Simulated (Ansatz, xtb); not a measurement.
Two conformers of AlCl3H2Se

Structure a: `Cl[SeH+][AlH-]([Cl])[Cl]`, a singlet. Structure b: `Cl[SeH+][AlH-]([Cl])[Cl]`, a singlet. Both are isolated molecules in the gas phase, relaxed with PBE0-D4/def2-SVP.

a (Å):

```xyz
7

Al   -0.7944   -1.2851    0.7336
Cl   -0.2361    0.3058    4.0721
Cl   -2.4653    0.0092    0.6517
Cl   -0.9427   -2.9726    2.0009
Se    0.7972    0.2711    2.1684
H     1.7287   -0.8161    2.5344
H     0.2156   -1.3345   -0.4836
```

b (Å):

```json
{"atom": "Al", "x (Å)": "-0.7954", "y (Å)": "0.3241", "z (Å)": "-0.8600"}
{"atom": "Cl", "x (Å)": "2.0576", "y (Å)": "-0.7090", "z (Å)": "1.7160"}
{"atom": "Cl", "x (Å)": "-0.5989", "y (Å)": "2.4473", "z (Å)": "-1.2434"}
{"atom": "Cl", "x (Å)": "-2.2245", "y (Å)": "-0.1685", "z (Å)": "0.6118"}
{"atom": "Se", "x (Å)": "1.3760", "y (Å)": "0.9163", "z (Å)": "0.4140"}
{"atom": "H", "x (Å)": "0.5908", "y (Å)": "1.5971", "z (Å)": "1.4609"}
{"atom": "H", "x (Å)": "-0.4117", "y (Å)": "-0.6821", "z (Å)": "-2.0038"}
```

**Question.** Which of the two would you expect CCSD(T)/def2-SVP + ΔMP2/def2-TZVPP electronic energies to favour?

**Answer.** CCSD(T)/def2-SVP + ΔMP2/def2-TZVPP gives E(b) − E(a) = −3.31 kJ/mol, slightly favouring structure b, which is too small a margin to settle the true order.

Level by level:

| level | geometry | E(b) − E(a) (kJ/mol) | departure from the last row (kJ/mol) | job, with rough time for the two |
| --- | --- | --- | --- | --- |
| PBE0-D4/def2-SVP | PBE0-D4/def2-SVP | −11.34 | −8.03 | optimisation, 69 s |
| HF/def2-SVP | PBE0-D4/def2-SVP | +1.81 | +5.12 | part of the CCSD(T) run |
| MP2/def2-SVP | PBE0-D4/def2-SVP | −3.68 | −0.36 | part of the CCSD(T) run |
| CCSD(T)/def2-SVP | PBE0-D4/def2-SVP | −2.98 | +0.34 | single point |
| CCSD(T)/def2-SVP + ΔMP2/def2-TZVPP | PBE0-D4/def2-SVP | −3.31 |  | single point, 39 s |

The largest departure from CCSD(T)/def2-SVP + ΔMP2/def2-TZVPP is that of PBE0-D4/def2-SVP, 8.03 kJ/mol. Levels run at GFN2-xTB geometries aren't shown. The last row adds to CCSD(T) the change of the MP2 difference between the two basis sets, here −0.34 kJ/mol.

With thermal terms from frequencies at re-optimised GFN2-xTB minima (ideal gas, soft modes damped towards free rotors, one conformer each, 298.15 K, 1 atm): on the last row, ΔE + ΔZPE = −3.59, ΔH = −3.49, ΔG = −3.85 kJ/mol.

The correlated steps freeze 29 core orbitals; the filled d shell of Se is correlated, in a basis made for valence electrons. Codes used: Ansatz 0.2.0, xtb 6.7.1; the last row on 2 threads of Arm Neoverse V2 on a shared host.
